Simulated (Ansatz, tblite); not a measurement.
Spin states of the cluster Si₄⁻ (the lowest doublet isomer of a short search), each relaxed with B3LYP-D4/def2-TZVPD in Ansatz. Electronic energies in the gas phase.

The xTB rows come from tblite. B3LYP takes the VWN-RPA correlation. Correlated methods freeze 20 core orbitals. The structure comes from a short search, and lower isomers may exist.

Doublet geometry (D2h within 0.1 Å):

```
atom   x (Å)   y (Å)   z (Å)
 Si1   1.833  -0.217  -0.766
 Si2  -0.468  -0.394  -1.008
 Si3   0.468   0.394   1.008
 Si4  -1.833   0.217   0.766
```

Quartet geometry (C2v within 0.1 Å):

Cartesian coordinates in Å:
```
Si 0.287 1.658 0.619
Si -1.327 0.342 -0.376
Si 1.397 -0.256 -0.035
Si -0.357 -1.744 -0.207
```

⟨S²⟩: doublet 0.78 at PBE0-D4/def2-TZVPD (pure 0.75), quartet 3.79 at PBE0-D4/def2-TZVPD (pure 3.75).

Run but left out: HF/6-31G, HF/def2-TZVPD, HF/def2-TZVPPD (quartet: a determinant that CCSD turns far, T1 0.050); MP2/def2-TZVPD, MP2/def2-TZVPPD (quartet: ⟨S²⟩ 3.96, where a pure state has 3.75).

Only these spin states were relaxed. The quartet has other bonds than the doublet, so the gap mixes isomer and spin.

| level | quartet − doublet (kcal/mol) | lowest of these | remarks |
| --- | --- | --- | --- |
| GFN1-xTB | 108.5 | doublet | – |
| GFN2-xTB | 20.1 | doublet | – |
| LDA (SPW92)/def2-TZVPD | 33.5 | doublet | HOMO above zero (doublet), HOMO above zero (quartet) |
| PBE-D4/def2-TZVPD | 31.3 | doublet | HOMO above zero (doublet), HOMO above zero (quartet) |
| r2SCAN-D4/def2-TZVPD | 32.1 | doublet | HOMO above zero (quartet) |
| B3LYP-D4/6-31G | 26.8 | doublet | – |
| PBE0-D4/def2-TZVPD | 33.5 | doublet | – |
| BHLYP-D4/def2-TZVPD | 35.6 | doublet | – |
| CAM-B3LYP-D4/def2-TZVPD | 36.2 | doublet | – |
| ωB97X-V/def2-TZVPD | 39.7 | doublet | – |
| PBE-QIDH/def2-TZVPD | 34.8 | doublet | spin-contaminated (⟨S²⟩ 0.83) (doublet) |
| RPA@PBE/def2-TZVPD | 32.9 | doublet | – |
| CCSD/def2-TZVPPD | 35.6 | doublet | large T1 (0.050) (quartet), spin-contaminated (⟨S²⟩ 0.89) (doublet), spin-contaminated (⟨S²⟩ 3.96) (quartet) |
| CCSD(T)/def2-TZVPPD | 33.8 | doublet | large T1 (0.050) (quartet), spin-contaminated (⟨S²⟩ 0.89) (doublet), spin-contaminated (⟨S²⟩ 3.96) (quartet) |

Change of the quartet − doublet gap on mixing in exact exchange, in kcal/mol: PBE to PBE0 (25 % exact exchange) 2.2.

The xTB methods have no spin-polarisation term.
